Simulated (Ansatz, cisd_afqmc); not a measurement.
System: GaBr₂, charge 1, singlet. GaBr2+ (SMILES [Br][Ga+][Br]).
B3LYP-D3(BJ)/def2-TZVP minimum from Ansatz (a program for electronic structure):
```
Ga
Br 1 2.1837
Br 1 2.1837 2 180.00
```
Charge +1, spin multiplicity 1.

Total energies in cc-pVDZ, 16 correlated electrons, 42 frozen orbitals. Open shells are spin-unrestricted; no spin-orbit coupling. Cores are frozen in correlated methods (noble-gas shells, and filled d and f shells in the p block). No relativity. AFQMC is phaseless with a CISD trial state; ± is one standard error, without the phaseless bias. Outlying blocks are dropped, and bars are widened where a walk drifts. Over all cases where full CI ran beside it in this data, AFQMC minus full CI had a median of +0.1 mEh and passed +0.4 mEh in a tenth of the cases. Spin-orbit terms, left out, reach several kcal/mol for Br and I, and more for heavier atoms. The spin of Br2Ga+ ([Br][Ga+][Br], singlet) was assumed, and the state is the lowest solution found for it.

The bar of a AFQMC/CISD walk is widened from 0.25 to 0.69 mEh, since its halves differ by 1.38 mEh.

| method | program | energy (Eh) | minus CCSDTQ (mEh) |
|---|---|---|---|
| HF | Ansatz | -7067.81676 | 298.38 |
| MP2 | Ansatz | -7068.08208 | 33.06 |
| CCSD | Ansatz | -7068.10555 | 9.59 |
| CCSD(T) | Ansatz | -7068.11360 | 1.54 |
| CCSDT(Q) | Ansatz | -7068.11516 | -0.02 |
| CCSDTQ | Ansatz | -7068.11514 | 0.00 |
| AFQMC/CISD | cisd_afqmc | -7068.1158 ± 0.0007 | -0.7 ± 0.7 |

Rough core times of Ansatz's runs on a shared machine: CCSD(T) under 20 s, CCSDT(Q) under 20 s, CCSDTQ 20 min.
